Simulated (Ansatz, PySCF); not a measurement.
OTe, triplet, at a GFN2-xTB geometry (core potentials on Te). Base run: WB97X/def2-SVP run with PySCF.

Here is a job for PySCF.
```python
from pyscf import gto, scf, dft

mol = gto.Mole()
mol.atom = '''
    O    -0.00000000   -0.00000000   -1.56412833
    Te    0.00000000    0.00000000    0.24063513
'''
mol.basis = 'def2-svp'
mol.ecp = {'Te': 'def2-svp'}
mol.spin = 2
mol.verbose = 3
mol.build()

mf = dft.UKS(mol)
mf.xc = 'wb97x'
mf.kernel()
```

The same geometry, method and basis name were run in Ansatz (a first-principles code) and PySCF, at each program's defaults and at the settings that a row names. The base is PySCF at its defaults. Differences at the defaults can come from grids, fitting, cores and function types together.

```tsv
code and settings	ΔE vs base (mEh)	basis functions	E (Eh)	SCF cycles	dipole (D)
PySCF, defaults (exact integrals, its default grid, spherical functions)	0.000	40	-343.12934	13	2.98
Ansatz, defaults (factorised integrals, its default grid, spherical functions)	0.056	40	-343.12928	-	-
PySCF, density fitting with def2-universal-jkfit	-0.023	40	-343.12936	13	2.98
PySCF, fine grid	0.133	40	-343.12920	13	2.98
Ansatz, high accuracy	0.054	40	-343.12928	-	-
```

Open shells are given as the SCF converged; they aren't shown to be the lowest states, and a large step between rows can be another state.
